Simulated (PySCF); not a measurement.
## Electron correlation in Tc³⁰⁺ (technetium, charge +30)

[Ne] 3s2 3p1, 2P determinant. Calculation: PySCF 2.14, in an even-tempered Gaussian basis (18 s from 3.9 bohr⁻², ratio 2.5; 12 p from 5 bohr⁻², ratio 2.5; 5 d from 22 bohr⁻², ratio 2.7; 4 f from 32 bohr⁻², ratio 2.7); the spin-free X2C one-electron Hamiltonian (Gaussian nucleus). Frozen: 1s2; 11 electrons correlated; the 22 highest virtual orbitals of each spin left out.

```csv
level,correlation energy (mhartree)
CCSD,-487.85
(T),-1.44
CCSD(T),-489.29
```

Diagnostics: T1 = 0.0011, D1 = 0.0046, largest double amplitude 0.068.

Spin-orbit coupling, absent here, splits the open shell strongly.

Cost of the coupled-cluster step: about 28 core-seconds, for 11 correlated electrons.

Iterations:

```
CC2 = 0
CCSD nocc = (np.int64(6), np.int64(5)), nmo = (84, 84)
frozen orbitals [[0, 85, 86, 87, 88, 89, 90, 91, 92, 93, 94, 95, 96, 97, 98, 99, 100, 101, 102, 103, 104, 105, 106], [0, 85, 86, 87, 88, 89, 90, 91, 92, 93, 94, 95, 96, 97, 98, 99, 100, 101, 102, 103, 104, 105, 106]]
max_cycle = 100
direct = 0
conv_tol = 1e-08
conv_tol_normt = 1e-06
diis_space = 8
diis_start_cycle = 0
Init t2, MP2 energy = -0.461096845410067
Init E_corr(UCCSD) = -0.46109684541552
cycle = 1  E_corr(UCCSD) = -0.480188110016588  dE = -0.0190912646  norm(t1,t2) = 0.0206161
cycle = 2  E_corr(UCCSD) = -0.485534678920323  dE = -0.0053465689  norm(t1,t2) = 0.0064246
cycle = 3  E_corr(UCCSD) = -0.487864282038463  dE = -0.00232960312  norm(t1,t2) = 0.00206261
cycle = 4  E_corr(UCCSD) = -0.487850585206919  dE = 1.36968315e-05  norm(t1,t2) = 7.52922e-05
cycle = 5  E_corr(UCCSD) = -0.487851029974229  dE = -4.4476731e-07  norm(t1,t2) = 3.28833e-06
cycle = 6  E_corr(UCCSD) = -0.487850883255165  dE = 1.46719064e-07  norm(t1,t2) = 3.13602e-07
cycle = 7  E_corr(UCCSD) = -0.487850896328549  dE = -1.30733834e-08  norm(t1,t2) = 3.56456e-08
cycle = 8  E_corr(UCCSD) = -0.487850900115927  dE = -3.78737841e-09  norm(t1,t2) = 1.55301e-08
UCCSD converged
E(UCCSD) = -3608.15605159698  E_corr = -0.4878509001159269
UCCSD(T) correction = -0.00143884299713238
```

At this charge the one-electron X2C treatment keeps the bare 1/r₁₂, with no two-electron picture change or Breit term. The effect here is smaller than on the frozen 1s shell; and a scalar Hamiltonian misses the large spin-orbit splitting of the p shells, which matters for ns² → np² pairs.
